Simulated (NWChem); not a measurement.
CH3ClOSi, singlet; SMILES CO[Si]Cl

```xyz
7

Si     1.1272     0.1203    -0.0003
Cl    -0.4877     1.5058     0.0000
O      0.3398    -1.3265     0.0002
C     -0.9917    -1.7768     0.0012
H     -1.7028    -0.9356    -0.0024
H     -1.1646    -2.4018    -0.8886
H     -1.1658    -2.3948     0.8957
```
Atoms are numbered in this order, from 1.

Program: NWChem. Low-valent species are run as closed-shell singlets; no triplet was tried in these runs. The geometry was optimised at PBE0/def2-SVP. Level: PBE0/def2-SVP with SMD (1 M gas to 1 M solution), gas-phase geometry. Reactions with the solvent are ignored.

Task: What does the run give for solvent n-hexane? Quantities: solvation free energy (kcal/mol); cavity-dispersion-structure term (kcal/mol); dipole in solution (D).

Result: 
| Property | Result |
|---|---|
| solvation free energy (kcal/mol) | -2.6 |
| cavity-dispersion-structure term (kcal/mol) | -1.6 |
| dipole in solution (D) | 1.87 |
